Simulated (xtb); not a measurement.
xtb input for Ge(OtBu)4 (C16H36GeO4), SMILES CC(C)([O][Ge]([O]C(C)(C)C)([O]C(C)(C)C)[O]C(C)(C)C)C, GFN2-xTB. 

```
$ xtb mol.xyz --gfn 2 --sp --chrg 0 --uhf 0 --json
$ cat mol.xyz
57

C     -3.46288955     0.78144207    -1.97932615
C     -2.54558327     1.10487950    -0.79528177
C     -1.92564707     2.48867865    -0.97080600
C     -3.32887711     1.04334547     0.51609228
O     -1.54595134     0.08829557    -0.80338292
Ge     0.00165747     0.00100925    -0.00272278
O      0.50179494    -1.66966151    -0.04226776
C     -0.23682336    -2.87068788     0.16934595
C     -1.14113718    -2.75272499     1.39340635
C     -1.07223282    -3.18502333    -1.07168824
C      0.81664941    -3.96095559     0.39233922
O      1.26652445     0.92770102    -0.76583546
C      2.04099998     0.66552045    -1.93392842
C      1.16046984     0.17033418    -3.07817797
C      2.68534753     2.00598111    -2.30288779
C      3.11779959    -0.37127338    -1.61385268
O     -0.21372449     0.65675095     1.59891714
C      0.74054885     1.09985794     2.56142064
C     -0.02683843     1.18187824     3.88518644
C      1.26636012     2.47952054     2.16539927
C      1.89874056     0.11310190     2.68299739
H     -3.87933346    -0.21589414    -1.86314286
H     -4.27484457     1.50155488    -2.03385307
H     -2.89565069     0.81067972    -2.90613241
H     -2.69924222     3.25179293    -1.00328395
H     -1.35084239     2.52212638    -1.89321970
H     -1.25449928     2.68920954    -0.13900339
H     -2.64286406     1.18979705     1.34600175
H     -3.79969512     0.06875088     0.62174042
H     -4.09640828     1.81270945     0.53773145
H     -1.67340242    -3.68485460     1.56564388
H     -1.85825509    -1.95083415     1.23404788
H     -0.54587278    -2.51324598     2.27127503
H     -1.64239843    -4.09875732    -0.92531309
H     -1.75129474    -2.35811801    -1.26117226
H     -0.42268904    -3.30590616    -1.93542404
H      1.41900216    -3.72107114     1.26476878
H      0.33563141    -4.92353287     0.54331431
H      1.47329690    -4.02315730    -0.47162651
H      0.68435494    -0.76293257    -2.78653383
H      0.38411821     0.90155817    -3.29013239
H      1.75431802     0.00887732    -3.97433369
H      1.91391152     2.74341393    -2.50927861
H      3.31507836     1.89156574    -3.18099077
H      3.29128869     2.36550321    -1.47516689
H      3.76674964    -0.00065422    -0.82385624
H      3.71689785    -0.58246477    -2.49582567
H      2.63994068    -1.28483861    -1.27054021
H      0.62793496     1.53187360     4.67859220
H     -0.86367381     1.86843770     3.78592628
H     -0.41623694     0.20184593     4.14866544
H      0.44484609     3.19045528     2.11755553
H      1.72733185     2.41493160     1.18347657
H      1.99770827     2.83011571     2.88901474
H      2.59991687     0.44007268     3.44673443
H      1.51929209    -0.87196484     2.94371691
H      2.41207477     0.04272150     1.72687361
```

Program output:

```
[banner left out]
          |                Calculation Setup                |
           -------------------------------------------------



           -------------------------------------------------
          |                 G F N 2 - x T B                 |
           -------------------------------------------------

        Reference                      10.1021/acs.jctc.8b01176
      * Hamiltonian:
        H0-scaling (s, p, d)           1.850000    2.230000    2.230000
        zeta-weighting                 0.500000
      * Dispersion:
        s8                             2.700000
        a1                             0.520000
        a2                             5.000000
        s9                             5.000000
      * Repulsion:
        kExp                           1.500000    1.000000
        rExp                           1.000000
      * Coulomb:
        alpha                          2.000000
        third order                    shell-resolved
        anisotropic                    true
        a3                             3.000000
        a5                             4.000000
        cn-shift                       1.200000
        cn-exp                         4.000000
        max-rad                        5.000000


          ...................................................
          :                      SETUP                      :
          :.................................................:
          :  # basis functions                 126          :
          :  # atomic orbitals                 125          :
          :  # shells                           79          :
          :  # electrons                       128          :
          :  max. iterations                   250          :
          :  Hamiltonian                  GFN2-xTB          :
          :  restarted?                      false          :
          :  GBSA solvation                  false          :
          :  PC potential                    false          :
          :  electronic temp.          300.0000000     K    :
          :  accuracy                    1.0000000          :
          :  -> integral cutoff          0.2500000E+02      :
          :  -> integral neglect         0.1000000E-07      :
          :  -> SCF convergence          0.1000000E-05 Eh   :
          :  -> wf. convergence          0.1000000E-03 e    :
          :  Broyden damping             0.4000000          :
          :  net charge                          0          :
          :  unpaired electrons                  0          :
          ...................................................

 iter      E             dE          RMSdq      gap      omega  full diag
   1    -70.9116144 -0.709116E+02  0.371E+00    5.13       0.0  T
   2    -70.6756925  0.235922E+00  0.305E+00    8.55       1.0  T
   3    -71.6890109 -0.101332E+01  0.152E+00    5.86       1.0  T
   4    -71.7892417 -0.100231E+00  0.473E-01    6.35       1.0  T
   5    -71.7943250 -0.508325E-02  0.134E-01    6.25       1.0  T
   6    -71.7945684 -0.243399E-03  0.701E-02    6.25       1.0  T
   7    -71.7946477 -0.792650E-04  0.123E-02    6.24       1.1  T
   8    -71.7946513 -0.368396E-05  0.352E-03    6.24       3.8  T
   9    -71.7946515 -0.173788E-06  0.125E-03    6.24      10.6  T
  10    -71.7946516 -0.641129E-07  0.151E-04    6.24      87.8  T
  11    -71.7946516 -0.947509E-09  0.521E-05    6.24     254.3  T

   *** convergence criteria satisfied after 11 iterations ***

         #    Occupation            Energy/Eh            Energy/eV
      -------------------------------------------------------------
         1        2.0000           -0.7010758             -19.0772
       ...           ...                  ...                  ...
        58        2.0000           -0.4196466             -11.4192
        59        2.0000           -0.4111808             -11.1888
        60        2.0000           -0.4101131             -11.1597
        61        2.0000           -0.4100185             -11.1572
        62        2.0000           -0.3986524             -10.8479
        63        2.0000           -0.3965584             -10.7909
        64        2.0000           -0.3964795             -10.7888 (HOMO)
        65                         -0.1672039              -4.5498 (LUMO)
        66                         -0.0275694              -0.7502
        67                         -0.0273042              -0.7430
        68                         -0.0137367              -0.3738
        69                          0.0493751               1.3436
       ...                                ...                  ...
       125                          1.1332907              30.8384
      -------------------------------------------------------------
                  HL-Gap            0.2292756 Eh            6.2389 eV
             Fermi-level           -0.2818417 Eh           -7.6693 eV

 SCC (total)                   0 d,  0 h,  0 min,  0.055 sec
[...]
    14   6 C        3.757    -0.117    22.795     6.807
    15   6 C        3.757    -0.115    22.760     6.802
    16   6 C        3.757    -0.121    22.878     6.820
    17   8 O        1.631    -0.355    20.003     6.037
    18   6 C        3.800     0.160    18.033     6.046
    19   6 C        3.757    -0.115    22.760     6.802
    20   6 C        3.757    -0.121    22.878     6.820
    21   6 C        3.757    -0.117    22.794     6.807
    22   1 H        0.925     0.048     2.346     2.395
    23   1 H        0.925     0.043     2.412     2.429
    24   1 H        0.925     0.048     2.346     2.395
    25   1 H        0.925     0.040     2.447     2.446
    26   1 H        0.925     0.045     2.384     2.415
    27   1 H        0.925     0.056     2.248     2.345
    28   1 H        0.925     0.060     2.194     2.316
    29   1 H        0.925     0.043     2.410     2.428
    30   1 H        0.925     0.039     2.462     2.454
    31   1 H        0.925     0.040     2.447     2.446
    32   1 H        0.925     0.056     2.250     2.346
    33   1 H        0.925     0.045     2.386     2.416
    34   1 H        0.925     0.039     2.463     2.454
    35   1 H        0.925     0.060     2.193     2.316
    36   1 H        0.925     0.043     2.407     2.426
    37   1 H        0.925     0.048     2.346     2.395
    38   1 H        0.925     0.043     2.412     2.428
    39   1 H        0.925     0.048     2.346     2.395
    40   1 H        0.925     0.056     2.248     2.345
    41   1 H        0.925     0.045     2.384     2.414
    42   1 H        0.925     0.040     2.447     2.446
    43   1 H        0.925     0.048     2.346     2.395
    44   1 H        0.925     0.043     2.411     2.428
    45   1 H        0.925     0.048     2.346     2.395
    46   1 H        0.925     0.043     2.408     2.427
    47   1 H        0.925     0.039     2.462     2.454
    48   1 H        0.925     0.061     2.192     2.315
    49   1 H        0.925     0.043     2.412     2.428
    50   1 H        0.925     0.048     2.346     2.395
    51   1 H        0.925     0.048     2.346     2.395
    52   1 H        0.925     0.043     2.409     2.427
    53   1 H        0.925     0.061     2.191     2.315
    54   1 H        0.925     0.039     2.462     2.454
    55   1 H        0.925     0.040     2.447     2.446
    56   1 H        0.925     0.045     2.385     2.415
    57   1 H        0.925     0.056     2.248     2.345

 Mol. C6AA /au·bohr⁶  :      25749.471284
 Mol. C8AA /au·bohr⁸  :     637783.979279
 Mol. α(0) /au        :        242.225993


Wiberg/Mayer (AO) data.
largest (>0.10) Wiberg bond orders for each atom

 ---------------------------------------------------------------------------
     #   Z sym  total        # sym  WBO       # sym  WBO       # sym  WBO
 ---------------------------------------------------------------------------
     1   6 C    3.994 --     2 C    0.987    24 H    0.985    22 H    0.985
                            23 H    0.984
     2   6 C    3.935 --     3 C    0.997     4 C    0.995     1 C    0.987
                             5 O    0.935
     3   6 C    3.995 --     2 C    0.997    25 H    0.984    26 H    0.982
                            27 H    0.975
     4   6 C    3.994 --     2 C    0.995    29 H    0.985    30 H    0.985
                            28 H    0.978
     5   8 O    2.267 --     6 Ge   1.029     2 C    0.935
     6  32 Ge   4.295 --    12 O    1.030     7 O    1.029    17 O    1.029
                             5 O    1.029
     7   8 O    2.267 --     6 Ge   1.029     8 C    0.935
     8   6 C    3.935 --     9 C    0.997    10 C    0.995    11 C    0.987
                             7 O    0.935
     9   6 C    3.995 --     8 C    0.997    31 H    0.984    33 H    0.982
                            32 H    0.975
    10   6 C    3.994 --     8 C    0.995    36 H    0.985    34 H    0.985
                            35 H    0.978
    11   6 C    3.994 --     8 C    0.987    37 H    0.985    39 H    0.985
                            38 H    0.984
    12   8 O    2.267 --     6 Ge   1.030    13 C    0.935
    13   6 C    3.935 --    14 C    0.998    16 C    0.995    15 C    0.987
                            12 O    0.935
    14   6 C    3.995 --    13 C    0.998    42 H    0.984    41 H    0.982
                            40 H    0.975
    15   6 C    3.994 --    13 C    0.987    43 H    0.985    45 H    0.985
                            44 H    0.984
    16   6 C    3.994 --    13 C    0.995    46 H    0.985    47 H    0.985
                            48 H    0.978
    17   8 O    2.267 --     6 Ge   1.029    18 C    0.935
    18   6 C    3.935 --    21 C    0.998    20 C    0.995    19 C    0.987
                            17 O    0.935
    19   6 C    3.994 --    18 C    0.987    51 H    0.985    50 H    0.985
                            49 H    0.984
    20   6 C    3.994 --    18 C    0.995    52 H    0.985    54 H    0.985
                            53 H    0.978
    21   6 C    3.995 --    18 C    0.998    55 H    0.984    56 H    0.982
                            57 H    0.975
    22   1 H    0.998 --     1 C    0.985
    23   1 H    0.996 --     1 C    0.984
    24   1 H    0.998 --     1 C    0.985
    25   1 H    0.998 --     3 C    0.984
    26   1 H    0.998 --     3 C    0.982
    27   1 H    0.997 --     3 C    0.975
    28   1 H    0.996 --     4 C    0.978
    29   1 H    0.998 --     4 C    0.985
    30   1 H    0.998 --     4 C    0.985
    31   1 H    0.998 --     9 C    0.984
    32   1 H    0.997 --     9 C    0.975
    33   1 H    0.998 --     9 C    0.982
    34   1 H    0.998 --    10 C    0.985
    35   1 H    0.996 --    10 C    0.978
    36   1 H    0.998 --    10 C    0.985
    37   1 H    0.998 --    11 C    0.985
    38   1 H    0.996 --    11 C    0.984
    39   1 H    0.998 --    11 C    0.985
    40   1 H    0.997 --    14 C    0.975
    41   1 H    0.998 --    14 C    0.982
    42   1 H    0.998 --    14 C    0.984
    43   1 H    0.998 --    15 C    0.985
    44   1 H    0.996 --    15 C    0.984
    45   1 H    0.998 --    15 C    0.985
Note: The following floating-point exceptions are signalling: IEEE_UNDERFLOW_FLAG IEEE_DENORMAL
normal termination of xtb
    46   1 H    0.998 --    16 C    0.985
    47   1 H    0.998 --    16 C    0.985
    48   1 H    0.996 --    16 C    0.978
    49   1 H    0.996 --    19 C    0.984
    50   1 H    0.998 --    19 C    0.985
    51   1 H    0.998 --    19 C    0.985
    52   1 H    0.998 --    20 C    0.985
    53   1 H    0.996 --    20 C    0.978
    54   1 H    0.998 --    20 C    0.985
    55   1 H    0.998 --    21 C    0.984
    56   1 H    0.998 --    21 C    0.982
    57   1 H    0.997 --    21 C    0.975
 ---------------------------------------------------------------------------

Topologies differ in total number of bonds
Writing topology from bond orders to xtbtopo.mol

molecular dipole:
                 x           y           z       tot (Debye)
 q only:       -0.003      -0.001       0.005
   full:       -0.004      -0.001       0.007       0.021
molecular quadrupole (traceless):
                xx          xy          yy          xz          yz          zz
 q only:       -0.323      -0.079      -0.062       0.108      -0.515       0.385
  q+dip:       -0.691      -0.177      -0.106       0.260      -1.046       0.796
   full:       -0.613      -0.154      -0.101       0.224      -0.936       0.714


           -------------------------------------------------
          | TOTAL ENERGY              -70.964849079360 Eh   |
          | GRADIENT NORM               0.000265778752 Eh/α |
          | HOMO-LUMO GAP               6.238907262089 eV   |
           -------------------------------------------------

------------------------------------------------------------------------
------------------------------------------------------------------------
 total:
 SCF:
```

Self-consistency was reached.
